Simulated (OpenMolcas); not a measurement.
## 2s² 2p along the 5-electron sequence

| Item | Value |
| --- | --- |
| Program | OpenMolcas |
| Method | MS-CASPT2, IPEA 0.25 Eh, imaginary shift 0.1 Eh |
| Basis | ANO-RCC-VQZP |
| Scalar Hamiltonian | DKH2, point nucleus |
| Spin-orbit coupling | RASSI with atomic mean-field integrals over the reference wave functions, term energies averaged over their components |

Active space for each ion: 3 electrons in 4 orbitals (2s 2p); closed shells correlated by CASPT2: 1s.

Computed levels in cm-1 above ²P°_1/2:

```json
{"Level": "²P°_3/2", "C+": "58.4", "N2+": "160", "O3+": "355"}
{"Level": "weight of ²P° in the lowest level (%)", "C+": "100", "N2+": "100", "O3+": "100"}
```

Measured, with the error of the calculation in %. Measured levels: C+ from NIST Handbook of Basic Atomic Spectroscopic Data; N2+ from Moore, Selected Tables of Atomic Spectra, NSRDS-NBS 3, section 5; O3+ from Moore, Selected Tables of Atomic Spectra, NSRDS-NBS 3, section 10.

```csv
Level,C+,N2+,O3+
²P°_3/2,63.4 (-8.0),174 (-8.1),386 (-8.0)
```

The fine-structure level ²P°_3/2 changes by a factor of 6.08 from C+ to O3+. Its fourth root runs 2.76, 3.56, 4.34, with steps per unit of Z of 0.79, 0.78; equal steps would mean a (Z - σ)^4 law with constant σ.

Measured partners are found by configuration, term and J. A level has none where our copy of the source lacks it or the pairing is in doubt (some pairs that miss far off the trend of their configuration count as doubtful), and it then counts in no deviation. Levels of configurations outside the active space are missing.

° marks odd parity.
